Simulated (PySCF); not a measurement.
**C₆ coefficients of unlike pairs at PBE0**

Calculated with PySCF 2.14 from the dipole response of each species, C₆(A,B) = (3/π) ∫ α_A(iu) α_B(iu) du, in atomic units, from isotropic polarisabilities. For ions this is the dispersion term alone; charge-induced terms of lower order in 1/R come first.

| species | configuration | basis | relativity | α (bohr³) | C₆ (like pair) |
| --- | --- | --- | --- | --- | --- |
| F | [He] 2s2 2p5 (2P) | dyall-av3z (15s9p3d2f) | none | 3.475 | 9.331 |
| Sc²⁺ | [Ar] 3d1 (2D) | def2-QZVPPD (11s6p5d3f2g) | none | 4.788 | 14.11 |
| Cr²⁺ | [Ar] 3d4 (5D) | aug-cc-pVTZ (8s7p5d3f2g) | none | 4.201 | 12.55 |
| C³⁺ | [He] 2s1 (2S) | aug-cc-pVTZ-DK (5s4p3d2f) | spin-free X2C | 3.171 | 2.536 |

Estimate C₆ for C³⁺ with F.

The integral gives 4.255. The combination rule 2 C_A C_B / (C_A α_B/α_A + C_B α_A/α_B) gives 4.190 and the geometric mean 4.864.

No spin-orbit coupling is included.

The other pairs:

| pair | C₆ |
| --- | --- |
| C³⁺, Sc²⁺ | 5.347 |
| Sc²⁺, F | 11.45 |
| Cr²⁺, Sc²⁺ | 13.28 |
| C³⁺, Cr²⁺ | 4.942 |
| Cr²⁺, F | 10.80 |
